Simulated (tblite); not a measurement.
Isomers of C5H6ClFO. Computed with GFN2-xTB (tblite): harmonic, unscaled wavenumbers at the GFN2-xTB geometry, gas phase. The method is semi-empirical: single wavenumbers can be off by several per cent or more. One conformer each.

Electronic energies: GFN2-xTB at the same geometries; isomer energies are rough at this level and their order can be wrong.

```json
{"SMILES": "C=C1COC[C@@]1(F)Cl", "electronic energy, lowest = 0 (kJ/mol)": "35.8"}
{"SMILES": "CC/C=C(/F)C(=O)Cl", "electronic energy, lowest = 0 (kJ/mol)": "39.7"}
{"SMILES": "C/C(F)=C(/C)C(=O)Cl", "electronic energy, lowest = 0 (kJ/mol)": "0.0"}
```

**Question.** How do GFN2-xTB zero-point energies change the relative energies?

**Answer.** 
| SMILES | ZPE (kJ/mol) | of it from modes above 1550 cm⁻¹ | electronic (kJ/mol) | with ZPE, lowest = 0 (kJ/mol) | lowest mode (cm⁻¹) | rings |
| --- | --- | --- | --- | --- | --- | --- |
| C/C(F)=C(/C)C(=O)Cl | 259.2 | 129.3 | 0.0 | 0.0 | 43 | 0 |
| C=C1COC[C@@]1(F)Cl | 261.9 | 117.9 | 35.8 | 38.5 | 56 | 1 |
| CC/C=C(/F)C(=O)Cl | 260.0 | 129.1 | 39.7 | 40.6 | 21 | 0 |

The zero-point energies span 2.7 kJ/mol, from `C/C(F)=C(/C)C(=O)Cl` to `C=C1COC[C@@]1(F)Cl`. The order is unchanged.
